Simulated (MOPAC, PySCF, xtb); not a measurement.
Intermolecular potential of HBr ··· CH3F (SMILES Br and CF). Monomers: optimised at B3LYP-D3(BJ) (def2-TZVP), held rigid. Orientation: a random orientation, not optimised. Only R, the distance of the centres of mass, is varied, so the lowest point isn't the relaxed dimer.

Geometry at R = 3.86 Å (first 2 atoms: monomer A):
```
7

Br     0.7124     0.0000     0.0000
H     -0.7124     0.0000     0.0000
C     -0.7807     2.3203    -3.3549
F     -1.3720     1.7635    -2.2278
H      0.1426     1.7811    -3.5705
H     -1.4714     2.2320    -4.1946
H     -0.5642     3.3707    -3.1561
``` The table gives interaction energies.

```
R / Å      A       B      C
-----  -----  ------  -----
3.26    5.03  -13.92  -1.89
3.45   -0.38  -14.17  -4.09
3.65   -1.78  -12.36  -4.32
3.86   -2.13   -9.79  -3.85
4.08   -2.31   -7.21  -3.26
4.25   -2.28   -5.55  -2.85
4.55   -1.96   -3.47  -2.27
4.87   -1.58   -2.22  -1.80
5.39   -1.13   -1.32  -1.26
6.04   -0.79   -0.88  -0.83
7.07   -0.48   -0.54  -0.47
8.37   -0.29   -0.33  -0.26
```

Energies in kJ/mol.

Problem. Assign the columns to these levels of theory: GFN1-xTB in xtb; MOPAC with PM6, restricted, heats of formation; restricted LDA (SVWN5)/6-31G*, spherical d, no counterpoise correction in PySCF.

Solution. A is PM6; B is RKS-LDA (SVWN5)/6-31G*; C is GFN1-xTB.
